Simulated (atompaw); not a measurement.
**palladium: one change to a PAW (atompaw) potential, before and after**

Pd (Z = 46), PAW, made with atompaw 4.2.0.5 (PBE, scalar-relativistic). Core [Ar] 3d10, reference 4s2 4p6 4d7 5s0 5p0 (charge +3). Waves: 4s (bound): rc 1.35 bohr; 5s (bound, empty): rc 1.90 bohr; 4p (bound): rc 1.25 bohr; 5p (bound, empty): rc 1.90 bohr; 4d (bound): rc 1.30 bohr; 4d channel at 0.75 Ry: rc 1.90 bohr. Local part: vpsmatchnc scheme with l = 3 at 0.5 Ry, radius 1.25 bohr. Core correction: smooth core density matched at 1.40 bohr. Augmentation charge: besselshape compensation charge, radius 1.80 bohr; PAW radius 1.90 bohr; waves and projectors: custom rrkj gramschmidtortho.

Change: augmentation besselshape compensation charge, radius 1.80 bohr; PAW radius 1.90 bohr; waves and projectors: custom polynom vanderbiltortho.

Cutoffs: the cutoffs (Ry, on a coarse ladder) from which the occupation-weighted sum of valence levels, in a spherical-Bessel basis at the reference potential, stays within 10 and 1 mRy of its value at 400 Ry; they do not see the model core or the augmentation charge, which bear on the density cutoff.

Question: What does the change do?

Answer: The potential gets softer (70 Ry and 120 Ry → 70 Ry and 100 Ry); both files keep a bound ghost (s).

```csv
quantity,base,changed
"cutoff, loose",70 Ry,70 Ry
"cutoff, tight",120 Ry,100 Ry
loose cutoff by channel (10 mRy a level),"s 30 Ry, p 45 Ry, d 50 Ry","s 21 Ry, p 35 Ry, d 45 Ry"
bound ghosts,s,s
s: phases at 1.91 bohr within 0.05 rad from the reference energy up to (Ry; the scan ends near 5),4.6,to the end of the scan
p: phases at 1.91 bohr within 0.05 rad from the reference energy up to (Ry; the scan ends near 5),-0.9,-0.7
d: phases at 1.91 bohr within 0.05 rad from the reference energy up to (Ry; the scan ends near 5),1.8,2.0
lowest overlap eigenvalue by channel,"s 0.42, p 0.49, d 0.47","s 0.60, p 0.57, d 0.49"
```

 A true bound ghost makes a file unfit for plane-wave use even where its test errors are small: the radial tests pick states by their node count and pass the ghost by. The cutoffs see the waves, projectors and local potential, not the compensation charge or the core.
